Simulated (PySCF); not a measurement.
## Electron correlation in Se (selenium, neutral)

[Ar] 3d10 4s2 4p3 4d1, high-spin 5D determinant (an excited configuration). All numbers are calculated (PySCF 2.14, scalar relativity by spin-free X2C-1e, in aug-cc-pVTZ-DK (7s6p4d2f, 59 functions)). Frozen: [Ar] 3d10; 6 electrons correlated.

```json
{"level": "CCSD", "correlation energy (mhartree)": "-98.32"}
{"level": "(T)", "correlation energy (mhartree)": "-2.96"}
{"level": "CCSD(T)", "correlation energy (mhartree)": "-101.28"}
```

Diagnostics: T1 = 0.0042, D1 = 0.0082, largest double amplitude 0.040.

Question: Is a single reference adequate?

Answer: Yes, within this model without spin-orbit coupling: T1 lies below 0.03 and no double amplitude reaches 0.07.
